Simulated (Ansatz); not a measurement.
The lowest singlet and triplet of BH (SMILES [BH]); geometries from B3LYP-D3(BJ)/def2-TZVP, each state relaxed from the structure named, with no frequency check.
Singlet at the triplet's geometry (charge 0, multiplicity 1):
```json
[
 {"atom": "B", "x (Å)": "0.0000", "y (Å)": "0.0000", "z (Å)": "-0.1987"},
 {"atom": "H", "x (Å)": "0.0000", "y (Å)": "0.0000", "z (Å)": "0.9933"}
]
```

A positive gap puts the triplet lower; no zero-point energy. R- takes a restricted singlet. U- takes an unrestricted singlet (broken symmetry where lower, unprojected). The triplet is unrestricted in single-reference levels.

Cores are frozen in the correlated methods.

Codes used: Ansatz (Gaussian orbitals). Values without a source in brackets are computed.

| level | gap E(singlet) − E(triplet), vertical, at the triplet's geometry (kJ/mol) |
|---|---|
| U-HF/cc-pVDZ (spin-contaminated) | -50.9 |
| R-PBE/def2-TZVPP | -87.4 |
| U-PBE/def2-TZVPP (spin-contaminated) | -89.1 |
| U-PBE0/def2-TZVPP (spin-contaminated) | -87.0 |
| R-wB97X-V/def2-TZVPP | -116.1 |
| U-MP2/cc-pVDZ (spin-contaminated) | -74.4 |
| R-CCSD/cc-pVDZ | ? |
| FCI/cc-pVTZ | -125.4 |
| FCI/cc-pVQZ | -126.1 |

Problem. What belongs in the gaps?

Solution. 
- R-CCSD/cc-pVDZ, gap E(singlet) − E(triplet), vertical, at the triplet's geometry (kJ/mol): -119.9

Doubts at one or more of the structures used: a restricted determinant that unrestricted orbitals would lower (R-PBE/def2-TZVPP, R-CCSD/cc-pVDZ).

Ansatz is an electronic-structure program.
